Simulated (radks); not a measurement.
Task: These are the eigenvalues of the occupied orbitals of an atom or ion with whole-number occupations (Ry). Calculated with a radial shooting solver on a logarithmic mesh with Libxc functionals: non-relativistic Kohn-Sham, PBE, spin-polarised, spherical densities, point nucleus.

1s up: -3573.702
1s down: -3573.702
2s up: -570.6001
2s down: -570.5952
2p up: -543.3114
2p down: -543.3086
3s up: -125.8535
3s down: -125.6817
3p up: -113.6493
3p down: -113.4931
3d up: -90.90718
3d down: -90.79503
4s up: -24.43453
4s down: -24.11709
4p up: -19.63564
4p down: -19.31918
4d up: -11.06671
4d down: -10.75252
5s up: -3.07761
5s down: -2.94369
5p up: -1.81071
5p down: -1.70805
4f up: -0.60746
4f down: -0.33025
6s up: -0.25876
6s down: -0.25020

Which element is it, and in what charge state? The configuration may be excited. Open shells, if any, are filled with parallel spins first.

Result: Z = 65, terbium, charge 0: Tb in [Xe] 4f9 6s2. The list shows which subshells hold electrons but not how many an open one holds; the 1s level, -1786.9 hartree, gives Z - s = 59.8 by -(Z - s)^2/2, which with screening narrows Z to a few neighbours, and the depths of the outer levels then fix element, charge and occupations together.
